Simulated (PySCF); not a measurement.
## Radial density of Pb⁺ (lead, charge +1)

wB97X-V, [Xe] 4f14 5d10 6s1 6p2, high-spin 4P determinant (an excited configuration). Computed with PySCF 2.14 in x2c-TZVPPall, with scalar relativity by spin-free X2C-1e.

```
r (bohr)  4πr²ρ (e/bohr)  4πr²(ρα − ρβ)
  0.0129           113.8         0.0077
  0.0216           101.1         0.0133
  0.0364           138.3         0.0308
  0.0612           145.1         0.0009
   0.103           126.8         0.0272
   0.173           125.7         0.0152
   0.291           88.11         0.1011
   0.489           65.58         0.0191
   0.823           25.92         0.1742
    1.38           11.09         0.3407
    2.33           2.496         1.4555
    3.92          0.4131         0.4049
    6.59         0.01666         0.0166
```

Densities and radii are taken from the X2C orbitals without a picture-change correction, which distorts them close to the nucleus.

Spin-orbit coupling is strong in this species (close to jj coupling), so the high-spin LS determinant is a model state, not a physical level.
